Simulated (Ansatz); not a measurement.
C3H7BO2 can be A, `B/C=C(/O)OC`, or B, `CB(C)OC=O`.

Computed with Ansatz on PBE0-D4/def2-TZVP structures; ΔE is electronic, products minus reactants. CCSD(T)/CBS is the MP2 limit (def2-TZVPP, def2-QZVPP) plus CCSD(T) − MP2 in def2-TZVPP, frozen cores. DFT in def2-TZVPP. B3LYP here is the variant with VWN-RPA as its local correlation; programs differ in this. Each species was taken in one conformer, which may not be the lowest.

Task: Which isomer does CCSD(T)/CBS put lower? Give the gap. (Estimate.)

Result: The calculation gave: B, by 301.8 kJ/mol.

Task: Give E(B) − E(A) in kJ/mol with PBE-D4, r2SCAN-D4, B2PLYP, CCSD(T)/def2-TZVPP, B3LYP, HF/def2-TZVPP, CCSD/def2-TZVPP. (Estimate.)

Result: Ansatz gave: PBE-D4 -287.5, r2SCAN-D4 -295.7, B2PLYP -300.3, CCSD(T)/def2-TZVPP -302.1, B3LYP -293.8, HF/def2-TZVPP -304.3, CCSD/def2-TZVPP -304.6. None reverses the order clearly.

Largest T1 diagnostic: 0.014.

From PBE to PBE0 (25 % exact exchange), in def2-TZVPP and without D4, E(B) − E(A) moves by −4.7 kJ/mol.
